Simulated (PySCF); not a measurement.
Method: ωB97X-D3(BJ)/def2-TZVP // PBE0-D3(BJ)/def2-TZVP run with PySCF. Gas-phase values, no solvent. One relaxed conformer stands for a flexible species; it need not be the lowest. Delta-SCF ions had no search for a lower state. 

Reference species (SMILES): `SSSSC` (neutral, multiplicity 1).

```json
{
  "HOMO": "-9.23 eV",
  "vertical ionisation energy (Delta-SCF)": "9.09 eV",
  "HOMO–LUMO gap": "10.08 eV"
}
```

Changed species: `SCSSS`.

Predict the effect on the HOMO, vertical ionisation energy (Delta-SCF) and HOMO–LUMO gap.

the HOMO decreases by 0.08 eV, to -9.31 eV; the vertical ionisation energy (Delta-SCF) rises by 0.11 eV, to 9.20 eV; the HOMO–LUMO gap rises by 0.14 eV, to 10.22 eV.
